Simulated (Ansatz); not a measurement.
Born–Oppenheimer molecular dynamics of ClH6NSSi2 (11 atoms, charge 0, multiplicity 1). It starts from a relaxed structure.

All numbers below come from RKS B3LYP-D4/STO-3G in Ansatz.

```json
{"ensemble": "NVT, Nosé–Hoover chain", "time step": "0.25 fs", "steps asked": "400", "set temperature": "300 K", "thermostat": "time constant 100 fs, chain length 3 (defaults)", "seed": "74033"}
```

First frame:

```xyz
11
Properties=species:S:1:pos:R:3
N -1.237 1.421 0.024
Si -0.316 0.025 -0.474
Si 1.282 -0.431 1.076
S -1.776 -1.479 -0.858
Cl 0.736 0.407 -2.324
H -1.981 1.720 -0.646
H -0.667 2.270 0.239
H 2.095 -1.538 0.631
H 0.658 -0.785 2.330
H 2.123 0.726 1.278
H -0.852 -2.394 -1.257
```

How far do the bonds stretch over the last three quarters of this one trajectory? (Pairs bonded in most of those frames.)


| bond | mean (Å) | spread (Å) | shortest | longest |
| --- | --- | --- | --- | --- |
| N1–Si2 | 1.744 | 0.018 | 1.71 | 1.77 |
| N1–H6 | 1.047 | 0.027 | 1.00 | 1.10 |
| N1–H7 | 1.046 | 0.013 | 1.01 | 1.07 |
| Si2–Si3 | 2.285 | 0.017 | 2.26 | 2.31 |
| Si2–S4 | 2.133 | 0.005 | 2.12 | 2.14 |
| Si2–Cl5 | 2.157 | 0.025 | 2.12 | 2.20 |
| Si3–H8 | 1.446 | 0.013 | 1.43 | 1.47 |
| Si3–H9 | 1.446 | 0.008 | 1.43 | 1.47 |
| Si3–H10 | 1.447 | 0.030 | 1.40 | 1.49 |
| S4–H11 | 1.361 | 0.002 | 1.36 | 1.36 |

Mean temperature of the second half: 168 K. The conserved energy stayed within 0.047 meV per atom of its start (net change 0.025 meV per atom), so the integration is sound. The mean temperature of the second half is 44 % below the set value. A run of 0.1 ps of so small a system gives no equilibrium averages. Limits of this set-up: minimal basis.

Time of the run: 14 min on 1 thread of Arm Neoverse V1 (shared host), peak memory 0.11 GiB.
